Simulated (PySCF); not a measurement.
**TDDFT excited states: C2H2BF5O2**

Species: C2H2BF5O2.
Structure used (PBE0-D3(BJ)/def2-SVP), in Å, numbered top down from 1:
```xyz
12
C2H2BF5O2 angstrom
F      3.1425   -0.6850    1.1206
C      2.0465   -0.4241    0.4157
F      2.3942    0.3105   -0.6477
O      1.2056    0.3068    1.2182
B     -0.1012    0.5024    0.9281
O     -0.5998   -0.1045   -0.2025
C     -1.8854    0.0334   -0.5949
F     -2.7271   -0.3999    0.3369
F     -2.1762    1.3024   -0.8538
F     -2.0704   -0.6755   -1.6906
H      1.5885   -1.3655    0.0696
H     -0.7773    1.1722    1.6566
```

Computed with PySCF 2.14.0, density-fitted response routines, TDDFT CAM-B3LYP/def2-SVPD, vertical, gas phase, core orbitals frozen in the response.

```csv
state,λ (nm),E (eV),f,"main configurations (H = HOMO, L = LUMO)"
S1,148.2,8.37,0.022,H→L (82%)
S2,135.2,9.17,0.180,"H-1→L (78%), H→L (9%)"
S3,133.2,9.30,0.016,H-2→L (72%)
S4,123.1,10.07,0.012,H→L+1 (73%)
S5,119.5,10.37,0.0075,"H-1→L+1 (67%), H-3→L (16%)"
S6,118.7,10.45,0.042,"H-3→L (55%), H-1→L+1 (15%), H→L+1 (10%)"
S7,115.8,10.70,0.027,"H→L+2 (62%), H-4→L (9%)"
S8,113.5,10.92,0.0091,"H-4→L (40%), H-7→L (28%), H→L+2 (10%)"
S9,113.3,10.94,0.0046,"H-2→L+1 (38%), H→L+3 (24%)"
S10,112.7,11.00,0.0086,"H-5→L (45%), H-4→L (12%), H-7→L (11%)"
```

Triplets, Tamm–Dancoff:

```tsv
state	E (eV)	λ (nm)	main configurations (H = HOMO, L = LUMO)
T1	7.59	163.4	H→L (71%), H-2→L (11%)
T2	8.01	154.8	H-1→L (84%)
T3	9.00	137.8	H-2→L (70%)
T4	9.32	133.0	H-3→L (63%), H-5→L (16%)
```

The lowest singlet lies at 8.37 eV (148 nm, vacuum ultraviolet) and is weak; its leading configuration is HOMO→LUMO (82%). The most intense listed level is S2 at 9.17 eV (135 nm, f = 0.180), 0.80 eV above S1. Löwdin shares by element: HOMO oxygen 39%, boron 13%, carbon 12% or more (atoms not listed hold the other 36%); LUMO boron 40%, oxygen 36%, hydrogen 11% or more. Orbital energies (eV): HOMO-3 -13.47, HOMO-2 -13.07, HOMO-1 -12.46, HOMO -12.06, LUMO 0.36, LUMO+1 0.89, LUMO+2 1.63. The oscillator strengths of these states sum to 0.329; summed over the whole spectrum of an exact calculation they would give the number of electrons, 80 (Thomas–Reiche–Kuhn). Weighted by f, the mean energy of these states is 9.60 eV. All these states lie below the vertical ionisation energy of 13.08 eV (ΔSCF). Only the lowest 10 singlets were computed, as vertical energies without vibronic structure.

One conformer stands for the species.
